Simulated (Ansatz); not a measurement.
`[CH3][GeH]([CH3])[Cl]` → `[CH3][Ge][Cl]` + CH₄ at 500 K and 1 bar (germylene formation by 1,1-elimination).

Program: Ansatz. Geometries: PBE0-D4/def2-TZVP. ΔE: electronic, gas phase. CCSD(T)/CBS is the MP2 limit (def2-TZVPP, def2-QZVPP) plus CCSD(T) − MP2 in def2-TZVPP, frozen cores. This one scheme is used for every species. For Ge outer-core shells are correlated without core-valence functions, which leaves a few kJ/mol of doubt a bond. Scalar relativity is left out up to krypton.

| species | CCSD(T)/CBS energy (Eh) | H − E (kJ/mol) | S (J/(mol·K)) |
| --- | --- | --- | --- |
| `[CH3][GeH]([CH3])[Cl]` | -2616.27253 | 264.1 | 418.0 |
| `[CH3][Ge][Cl]` | -2575.77362 | 126.4 | 350.0 |
| CH₄ | -40.46206 | 135.6 | 206.8 |

H − E and S are ideal-gas, rigid-rotor, harmonic terms from PBE0-D4/def2-TZVP. 1 Eh = 2625.50 kJ/mol, R = 8.31446 J/(mol·K).

Problem. By hand: ΔE, ΔH, ΔS and ΔG.

Solution. ΔE = (-2575.77362) + (-40.46206) − (-2616.27253) = 0.03685 Eh = 96.7 kJ/mol. Δ(H − E) = 126.4 + 135.6 − 264.1 = -2.1, so ΔH = 94.6 kJ/mol. ΔS = 350.0 + 206.8 − 418.0 = 138.8 J/(mol·K). ΔG = 94.6 − 500 × (138.8)/1000 = 25.2 kJ/mol.

Problem. By hand: the equilibrium constant, and the temperature at which ΔG would vanish if ΔH and ΔS stayed fixed.

Solution. log₁₀ K = −ΔG/(RT ln 10) = -2.6. ΔG = 0 at ΔH/ΔS = 682 K.

The number of gas molecules changes by +1, which sets the sign of ΔS. A doubt of 5 kJ/mol in ΔE shifts log₁₀ K by 0.5 here. These are equilibria of isolated gas molecules and say nothing of rates. Largest T1 diagnostic: 0.012 (customary marks: 0.02 for closed shells, 0.045 for open ones).
